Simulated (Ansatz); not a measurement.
Species: MoH2 (charge 0, quintet). The spin state was set by rule; other spins were not relaxed. 
Coordinates optimised at B3LYP-D3(BJ)/def2-TZVP (Ansatz, a quantum-chemistry and plane-wave program):
```
Mo
H 1 1.7120
H 1 1.7120 2 108.67
```
Charge 0, spin multiplicity 5.

Total electronic energies in hartree. Cores are frozen in the correlated levels unless marked. UHF or UKS for open shells. No spin-orbit coupling. The frozen core is the preceding noble-gas configuration, with the filled d and f shells of earlier blocks. Past Kr the def2 sets carry scalar-relativistic core potentials. STO-3G rows are all-electron and non-relativistic. Basis-set limits of correlation are two-point, X^-3; Hartree-Fock from the larger set.

```json
[
 {"level": "HF/def2-SVPD", "program": "Ansatz", "energy (Eh)": "-68.63801"},
 {"level": "HF/def2-QZVPP", "program": "Ansatz", "energy (Eh)": "-68.66485"},
 {"level": "r2SCAN/def2-TZVPD", "program": "Ansatz", "energy (Eh)": "-69.33389"},
 {"level": "B97M-V/def2-TZVPD", "program": "Ansatz", "energy (Eh)": "-69.30563"},
 {"level": "B3LYP-D3(BJ)/def2-TZVPD", "program": "Ansatz + dftd3", "energy (Eh)": "-69.32477"},
 {"level": "PBE0/STO-3G", "program": "Ansatz", "energy (Eh)": "-3938.49648"},
 {"level": "PBE0/def2-SVP", "program": "Ansatz", "energy (Eh)": "-69.25994"},
 {"level": "PBE0-D3(BJ)/def2-TZVP", "program": "Ansatz + dftd3", "energy (Eh)": "-69.28429"},
 {"level": "BHLYP-D3(BJ)/def2-TZVPD", "program": "Ansatz + dftd3", "energy (Eh)": "-69.18731"},
 {"level": "BHLYP-D4/def2-TZVPD", "program": "Ansatz + dftd4", "energy (Eh)": "-69.18803"},
 {"level": "HSE06/def2-TZVPD", "program": "Ansatz", "energy (Eh)": "-69.28257"},
 {"level": "CAM-B3LYP-D4/def2-TZVPD", "program": "Ansatz + dftd4", "energy (Eh)": "-69.24310"},
 {"level": "CAM-B3LYP/def2-TZVPD", "program": "Ansatz", "energy (Eh)": "-69.24153"},
 {"level": "LC-wPBE/def2-TZVPD", "program": "Ansatz", "energy (Eh)": "-69.30702"},
 {"level": "wB97X-V/def2-TZVPD", "program": "Ansatz", "energy (Eh)": "-69.23728"},
 {"level": "PBE-QIDH/def2-TZVPD", "program": "Ansatz", "energy (Eh)": "-69.10295"},
 {"level": "RPA@PBE/def2-TZVPP", "program": "Ansatz", "energy (Eh)": "-68.94313"},
 {"level": "MP2/def2-SVPD", "program": "Ansatz", "energy (Eh)": "-68.74764"},
 {"level": "MP2/def2-QZVPP", "program": "Ansatz", "energy (Eh)": "-68.81368"},
 {"level": "SCS-MP2/def2-SVP", "program": "Ansatz", "energy (Eh)": "-68.72457"},
 {"level": "CCSD/CBS(def2-TZVPPD,def2-QZVPPD)", "program": "Ansatz", "energy (Eh)": "-68.8395"},
 {"level": "CCSD(T)/def2-TZVPP", "program": "Ansatz", "energy (Eh)": "-68.83097"},
 {"level": "CCSD(T)/CBS(def2-TZVPPD,def2-QZVPPD)", "program": "Ansatz", "energy (Eh)": "-68.8470"}
]
```

Totals of different functionals don't rank their quality; only differences between species are comparable.
